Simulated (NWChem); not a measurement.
BH₃SO₂; SMILES OB(O)S

```xyz
7

B     -0.0156     0.4499     0.0000
O     -1.2247     1.0747     0.0000
H     -1.1935     2.0352     0.0000
O      1.1984     1.0710     0.0000
H      1.1654     2.0323     0.0000
S     -0.0603    -1.3731     0.0000
H      1.2814    -1.5119     0.0000
```
Atoms are numbered in this order, from 1.

Results from NWChem. Coordinates come from a PBE0/def2-SVP optimisation.

### Question
What does the run give for B97-2/def2-SVP? Quantities: highest occupied level (eV); orbital gap (eV); dipole (D).

### Answer
- highest occupied level (eV): -6.87
- orbital gap (eV): 7.59
- dipole (D): 3.71
